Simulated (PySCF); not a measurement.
Correlation energy of N (nitrogen, neutral)

[He] 2s2 2p3, high-spin 4S determinant. Calculation: PySCF 2.14, in cc-pVTZ (4s3p2d1f, 30 functions); no relativity, point nucleus. Frozen: 1s2; 5 electrons correlated.

MP2 pair energies summed by pair of shells (mhartree):

```csv
pair,energy,share (%)
2s-2p,-61.95,64.6
2p-2p,-23.18,24.2
2s-2s,-10.80,11.3
```

Total MP2 correlation energy: -95.93 mhartree.

Same-spin part -29.34 and opposite-spin part -66.59 mhartree; SCS-MP2 scales them by 1/3 and 6/5 to -89.69 mhartree.

| level | correlation energy (mhartree) |
| --- | --- |
| CCSD | -111.75 |
| (T) | -2.28 |
| CCSD(T) | -114.03 |

Diagnostics: T1 = 0.0053, D1 = 0.0129, largest double amplitude 0.041.

Q: Is a single reference adequate?

A: Yes: T1 lies below 0.03 and no double amplitude reaches 0.07.
